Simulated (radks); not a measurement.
Coulomb parameter of the 4f shell of neutral thulium in the model configuration [Xe] 4f12 6s2 6p1, as a second difference U = [E(n + 0.5) + E(n - 0.5) - 2 E(n)] / (0.5)^2 with all orbitals relaxed. "Bare": the charge of the atom changes with n. "Screened": the 6p shell takes up the change at fixed total charge, which measures U(4f,4f) + U(6p,6p) - 2 U(4f,6p). Calculated with a radial shooting solver on a logarithmic mesh with Libxc functionals: scalar-relativistic Kohn-Sham, r2SCAN, spin-unpolarised, spherical densities, finite nucleus; meta-GGA in the generalised Kohn-Sham scheme; Fermi nuclear charge, rms radius 5.2256 fm.

case                   configuration  E - E(n) (eV)
start              [Xe] 4f12 6s2 6p1          0.000
bare +0.5        [Xe] 4f12.5 6s2 6p1         -4.618
bare -0.5        [Xe] 4f11.5 6s2 6p1          8.501
screened +0.5  [Xe] 4f12.5 6s2 6p0.5         -4.211
screened -0.5  [Xe] 4f11.5 6s2 6p1.5          6.610

U(bare) = 15.534 eV, U(screened by 6p) = 9.595 eV, against the Slater integral F0(4f,4f) = 33.877 eV with frozen orbitals. The step up makes a negative ion, whose loosely bound charge lowers the bare value.
